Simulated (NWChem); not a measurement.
All runs are NWChem calculations. System: BFI2, charge 1, spin multiplicity 2, at the geometry of a parent with another charge or spin, in a state set for the comparison that need not be this species' ground state. Its SCF solution wasn't tested for a lower state. Level: UHF/def2-TZVPP with def2 effective core potentials on I.

The NWChem input:

```
start mol
memory heap 200 mb stack 900 mb global 1100 mb
charge 1
geometry units angstroms nocenter noautoz
  B      0.000000     0.000000    -0.807885
  F      0.000000     0.000000    -2.118373
  I     -1.881697     0.000000     0.217970
  I      1.881697     0.000000     0.217970
  symmetry group C2v
end
basis spherical
  * library def2-tzvpp
end
ecp
  I library def2-ecp
end
scf
  uhf
  nopen 1
  maxiter 100
  thresh 1e-7
  semidirect memsize 60000000 filesize 0
  # guess.movecs holds the orbitals of an unrestricted PBE0 run
  vectors input guess.movecs output mol.movecs
end
task scf energy
```

NWChem printed:

```
             Northwest Computational Chemistry Package (NWChem) 7.3.0
             --------------------------------------------------------

                                NWChem Input Module
                                -------------------

 Scaling coordinates for geometry "geometry" by  1.889725989
 (inverse scale =  0.529177249)

 Turning off AUTOSYM since
 SYMMETRY directive was detected!

                             Geometry "geometry" -> ""
                             -------------------------

 Output coordinates in angstroms (scale by  1.889725989 to convert to a.u.)

  No.       Tag          Charge          X              Y              Z
 ---- ---------------- ---------- -------------- -------------- --------------
    1 B                    5.0000     0.00000000     0.00000000    -0.80788500
    2 F                    9.0000     0.00000000     0.00000000    -2.11837300
    3 I                   53.0000    -1.88169700     0.00000000     0.21797000
    4 I                   53.0000     1.88169700     0.00000000     0.21797000

 Effective nuclear repulsion energy (a.u.)     712.2987208166

            Nuclear Dipole moment (a.u.)
            ----------------------------
        X                 Y               Z
 ---------------- ---------------- ----------------
     0.0000000000     0.0000000000     0.0000718096

      Symmetry information
      --------------------

 Group name             C2v
 Group number             16
 Group order               4
 No. of unique centers     3

      Symmetry unique atoms

     1    2    3


 Summary of "ao basis" -> "" (spherical)
 ------------------------------------------------------------------------------
       Tag                 Description            Shells   Functions and Types
 ---------------- ------------------------------  ------  ---------------------
 *                         def2-tzvpp                 on all atoms

 Summary of "ao basis" -> "ao basis" (spherical)
 ------------------------------------------------------------------------------
       Tag                 Description            Shells   Functions and Types
 ---------------- ------------------------------  ------  ---------------------
 B                         def2-tzvpp               11       31   5s3p2d1f
 F                         def2-tzvpp               11       31   5s3p2d1f
 I                         def2-tzvpp               16       50   6s5p3d2f

                                 NWChem SCF Module
                                 -----------------

  ao basis        = "ao basis"
  functions       =   162
  atoms           =     4
  alpha electrons =    32
  beta  electrons =    31
  charge          =   1.00
  wavefunction    = UHF
  use symmetry    = T
  symmetry adapt  = T

 Summary of "ao basis" -> "ao basis" (spherical)
 ------------------------------------------------------------------------------
       Tag                 Description            Shells   Functions and Types
 ---------------- ------------------------------  ------  ---------------------
 B                         def2-tzvpp               11       31   5s3p2d1f
 F                         def2-tzvpp               11       31   5s3p2d1f
 I                         def2-tzvpp               16       50   6s5p3d2f

      Symmetry analysis of basis
      --------------------------

        a1         61
        a2         23
        b1         47
        b2         31

 Forming initial guess at       1.4s

   Symmetry analysis of molecular orbitals - initial alpha
   -------------------------------------------------------

  Numbering of irreducible representations:

     1 a1          2 a2          3 b1          4 b2

  Orbital symmetries:

     1 a1          2 b1          3 a1          4 a1          5 b1
     6 a1          7 b1          8 a1          9 a2         10 b2
    11 a1         12 b1         13 a1         14 b1         15 b2
    16 a2         17 b2         18 a2         19 a1         20 b1
    21 a1         22 a1         23 b1         24 a1         25 b1
    26 b2         27 a1         28 b1         29 a1         30 b2
    31 b1         32 a2         33 b2         34 a1         35 b1
    36 a1         37 a1         38 b1         39 b2         40 a1
    41 b2         42 a1

   Symmetry analysis of molecular orbitals - initial beta
   ------------------------------------------------------

  Numbering of irreducible representations:

     1 a1          2 a2          3 b1          4 b2

  Orbital symmetries:

     1 a1          2 a1          3 b1          4 a1          5 b1
     6 a1          7 b1          8 a1          9 a2         10 b2
    11 a1         12 b1         13 a1         14 b1         15 b2
    16 a2         17 b2         18 a2         19 a1         20 b1
    21 a1         22 a1         23 b1         24 a1         25 b1
    26 b2         27 a1         28 b1         29 b2         30 a2
    31 a1         32 b1         33 b2         34 a1         35 b1
    36 a1         37 a1         38 b1         39 b2         40 a1
    41 b2         42 a1

 Starting SCF solution at       1.5s

 ----------------------------------------------
         Quadratically convergent UHF

 Convergence threshold     :          1.000E-07
 Maximum no. of iterations :          100
 Integral*density screening:          1.000E-09
 ----------------------------------------------

              iter       energy          gnorm     gmax       time
             ----- ------------------- --------- --------- --------
                 1     -717.2292881762  5.81D-01  1.21D-01      7.9
                 2     -717.2544299935  1.23D-01  2.20D-02      8.4
[...]
    76      0.250075  3 I  py               126      0.250075  4 I  py

 Vector   31  Occ=1.000000D+00  E=-6.303687D-01  Symmetry=b1
              MO Center= -1.2D-13, -3.6D-14,  1.9D-01, r^2= 5.4D+00
   Bfn.  Coefficient  Atom+Function         Bfn.  Coefficient  Atom+Function
  ----- ------------  ---------------      ----- ------------  ---------------
    80      0.367579  3 I  pz               130     -0.367579  4 I  pz
    74     -0.280318  3 I  pz               124      0.280318  4 I  pz
    78      0.266205  3 I  px               128      0.266205  4 I  px
    77      0.224145  3 I  pz               127     -0.224145  4 I  pz
    72     -0.203095  3 I  px               122     -0.203095  4 I  px

 Vector   32  Occ=1.000000D+00  E=-6.056410D-01  Symmetry=a2
              MO Center=  1.3D-12, -1.3D-15,  1.9D-01, r^2= 5.3D+00
   Bfn.  Coefficient  Atom+Function         Bfn.  Coefficient  Atom+Function
  ----- ------------  ---------------      ----- ------------  ---------------
    79      0.434032  3 I  py               129     -0.434032  4 I  py
    73     -0.335663  3 I  py               123      0.335663  4 I  py
    76      0.265700  3 I  py               126     -0.265700  4 I  py

 Vector   33  Occ=0.000000D+00  E=-1.235764D-01  Symmetry=b2
              MO Center=  8.4D-14, -1.1D-14, -4.9D-01, r^2= 3.7D+00
   Bfn.  Coefficient  Atom+Function         Bfn.  Coefficient  Atom+Function
  ----- ------------  ---------------      ----- ------------  ---------------
    13      0.497317  1 B  py                10      0.430082  1 B  py
     7      0.324617  1 B  py                82     -0.247235  3 I  py
   132     -0.247235  4 I  py                44     -0.197915  2 F  py

 Vector   34  Occ=0.000000D+00  E=-1.099191D-01  Symmetry=a1
              MO Center=  3.1D-13,  1.8D-16,  1.7D-01, r^2= 6.8D+00
   Bfn.  Coefficient  Atom+Function         Bfn.  Coefficient  Atom+Function
  ----- ------------  ---------------      ----- ------------  ---------------
     4      0.777264  1 B  s                  5      0.561878  1 B  s
    81     -0.497423  3 I  px               131      0.497423  4 I  px
    68     -0.418668  3 I  s                118     -0.418668  4 I  s
    11      0.233025  1 B  pz                78     -0.220874  3 I  px
   128      0.220874  4 I  px                 3      0.208080  1 B  s

 Vector   35  Occ=0.000000D+00  E=-4.225289D-02  Symmetry=a1
              MO Center= -1.2D-14, -2.1D-16, -4.6D-01, r^2= 7.9D+00
   Bfn.  Coefficient  Atom+Function         Bfn.  Coefficient  Atom+Function
  ----- ------------  ---------------      ----- ------------  ---------------
     5      3.115389  1 B  s                  4     -1.535896  1 B  s
    68     -1.026817  3 I  s                118     -1.026817  4 I  s
    11      0.572442  1 B  pz                36      0.488847  2 F  s
    81     -0.429142  3 I  px               131      0.429142  4 I  px
    45      0.333255  2 F  pz                14      0.329340  1 B  pz

                     UHF Final Beta Molecular Orbital Analysis
                     -----------------------------------------

 Vector   29  Occ=1.000000D+00  E=-6.238864D-01  Symmetry=b2
              MO Center= -3.1D-13,  1.3D-15,  1.0D-01, r^2= 4.9D+00
   Bfn.  Coefficient  Atom+Function         Bfn.  Coefficient  Atom+Function
  ----- ------------  ---------------      ----- ------------  ---------------
    79      0.396066  3 I  py               129      0.396066  4 I  py
    73     -0.311983  3 I  py               123     -0.311983  4 I  py
    76      0.246320  3 I  py               126      0.246320  4 I  py

 Vector   30  Occ=1.000000D+00  E=-5.940155D-01  Symmetry=a2
              MO Center=  3.2D-13, -4.0D-16,  1.8D-01, r^2= 5.3D+00
   Bfn.  Coefficient  Atom+Function         Bfn.  Coefficient  Atom+Function
  ----- ------------  ---------------      ----- ------------  ---------------
    79      0.428156  3 I  py               129     -0.428156  4 I  py
    73     -0.333522  3 I  py               123      0.333522  4 I  py
    76      0.264061  3 I  py               126     -0.264061  4 I  py

 Vector   31  Occ=1.000000D+00  E=-5.327562D-01  Symmetry=a1
              MO Center=  5.8D-14, -1.3D-16,  1.5D-01, r^2= 4.9D+00
   Bfn.  Coefficient  Atom+Function         Bfn.  Coefficient  Atom+Function
  ----- ------------  ---------------      ----- ------------  ---------------
    80      0.354812  3 I  pz               130      0.354812  4 I  pz
    74     -0.284337  3 I  pz               124     -0.284337  4 I  pz
    77      0.218140  3 I  pz               127      0.218140  4 I  pz
    83      0.152747  3 I  pz               133      0.152747  4 I  pz

 Vector   32  Occ=0.000000D+00  E=-3.237972D-01  Symmetry=b1
              MO Center=  2.6D-15,  8.3D-17,  1.3D-01, r^2= 5.9D+00
   Bfn.  Coefficient  Atom+Function         Bfn.  Coefficient  Atom+Function
  ----- ------------  ---------------      ----- ------------  ---------------
    80      0.297576  3 I  pz               130     -0.297576  4 I  pz
    78      0.260706  3 I  px               128      0.260706  4 I  px
    74     -0.229728  3 I  pz               124      0.229728  4 I  pz
    72     -0.221287  3 I  px               122     -0.221287  4 I  px
    77      0.175338  3 I  pz                83      0.175332  3 I  pz

 Vector   33  Occ=0.000000D+00  E=-1.255411D-01  Symmetry=b2
              MO Center=  1.7D-13,  6.5D-16, -4.7D-01, r^2= 3.8D+00
   Bfn.  Coefficient  Atom+Function         Bfn.  Coefficient  Atom+Function
  ----- ------------  ---------------      ----- ------------  ---------------
    13      0.488992  1 B  py                10      0.435925  1 B  py
     7      0.326417  1 B  py                82     -0.252725  3 I  py
   132     -0.252725  4 I  py                44     -0.195064  2 F  py
    79     -0.152409  3 I  py               129     -0.152409  4 I  py

 Vector   34  Occ=0.000000D+00  E=-1.003285D-01  Symmetry=a1
              MO Center= -6.9D-13,  3.9D-16,  2.3D-01, r^2= 6.9D+00
   Bfn.  Coefficient  Atom+Function         Bfn.  Coefficient  Atom+Function
  ----- ------------  ---------------      ----- ------------  ---------------
     4      0.779341  1 B  s                 81     -0.534413  3 I  px
   131      0.534413  4 I  px                 5      0.505827  1 B  s
    68     -0.384528  3 I  s                118     -0.384528  4 I  s
    11      0.239303  1 B  pz                 3      0.212941  1 B  s
    78     -0.202262  3 I  px               128      0.202262  4 I  px

 center of mass
 --------------
 x =   0.00000000 y =   0.00000000 z =   0.04115595

 moments of inertia (a.u.)
 ------------------
         372.692807020452           0.000000000000           0.000000000000
           0.000000000000        3581.843000493939           0.000000000000
           0.000000000000           0.000000000000        3209.150193473486

  Mulliken analysis of the total density
  --------------------------------------

    Atom       Charge   Shell Charges
 -----------   ------   -------------------------------------------------------
    1 B    5     4.77   0.91  1.07  0.46  0.45 -0.02  0.76  0.77  0.01  0.08  0.24  0.04
    2 F    9     9.22   0.77  1.20  0.60  1.00  0.36  2.24  2.27  0.77  0.00  0.01  0.00
    3 I   25    24.50   0.19 -0.77  1.58  1.00  1.15  0.76 -0.49  6.44  1.30  2.64  0.64  9.23  0.76  0.05  0.01  0.00
    4 I   25    24.50   0.19 -0.77  1.58  1.00  1.15  0.76 -0.49  6.44  1.30  2.64  0.64  9.23  0.76  0.05  0.01  0.00

  Mulliken analysis of the alpha density
  --------------------------------------

    Atom       Charge   Shell Charges
 -----------   ------   -------------------------------------------------------
    1 B    5     2.32   0.46  0.53  0.23  0.21 -0.01  0.37  0.38 -0.01  0.04  0.11  0.02
    2 F    9     4.61   0.39  0.60  0.30  0.50  0.18  1.12  1.13  0.39  0.00  0.01  0.00
    3 I   25    12.53   0.09 -0.38  0.79  0.50  0.58  0.39 -0.25  3.23  0.74  1.50  0.33  4.61  0.39  0.02  0.00  0.00
    4 I   25    12.53   0.09 -0.38  0.79  0.50  0.58  0.39 -0.25  3.23  0.74  1.50  0.33  4.61  0.39  0.02  0.00  0.00

   Mulliken analysis of the beta density
   -------------------------------------

    Atom       Charge   Shell Charges
 -----------   ------   -------------------------------------------------------
    1 B    5     2.44   0.46  0.53  0.23  0.24 -0.01  0.38  0.39  0.02  0.04  0.13  0.02
    2 F    9     4.61   0.39  0.60  0.30  0.50  0.18  1.12  1.13  0.38  0.00  0.01  0.00
    3 I   25    11.97   0.09 -0.39  0.79  0.50  0.57  0.38 -0.24  3.21  0.57  1.14  0.31  4.62  0.38  0.02  0.00  0.00
    4 I   25    11.97   0.09 -0.39  0.79  0.50  0.57  0.38 -0.24  3.21  0.57  1.14  0.31  4.62  0.38  0.02  0.00  0.00

   Mulliken analysis of the spin density
   -------------------------------------

    Atom       Charge   Shell Charges
 -----------   ------   -------------------------------------------------------
    1 B    5    -0.12  -0.00  0.00 -0.00 -0.03 -0.01 -0.01 -0.02 -0.03  0.00 -0.02  0.00
    2 F    9    -0.00  -0.00  0.00 -0.00 -0.00 -0.00 -0.00 -0.00  0.00 -0.00  0.00 -0.00
    3 I   25     0.56  -0.00  0.00 -0.00 -0.00  0.00  0.01 -0.01  0.01  0.17  0.36  0.02 -0.01  0.01 -0.00 -0.00 -0.00
    4 I   25     0.56  -0.00  0.00 -0.00 -0.00  0.00  0.01 -0.01  0.01  0.17  0.36  0.02 -0.01  0.01 -0.00 -0.00 -0.00

       Multipole analysis of the density wrt the origin
       ------------------------------------------------

     L   x y z        total         alpha         beta         nuclear
     -   - - -        -----         -----         ----         -------
     0   0 0 0      1.000000    -32.000000    -31.000000     64.000000

     1   1 0 0      0.000000      0.000000     -0.000000      0.000000
     1   0 1 0      0.000000      0.000000      0.000000      0.000000
     1   0 0 1      0.276022     11.471794     11.870756    -23.066528

     2   2 0 0    -27.091380   -338.424688   -320.884990    632.218297
     2   1 1 0      0.000000      0.000000      0.000000      0.000000
     2   1 0 1     -0.000000     -0.000000     -0.000000      0.000000
     2   0 2 0    -44.506112    -22.636014    -21.870098      0.000000
     2   0 1 1      0.000000      0.000000     -0.000000      0.000000
     2   0 0 2    -44.613539   -105.645982   -103.331057    164.363500

 Task  times  cpu:       18.5s     wall:       18.5s

 Total times  cpu:       19.7s     wall:       19.7s
```
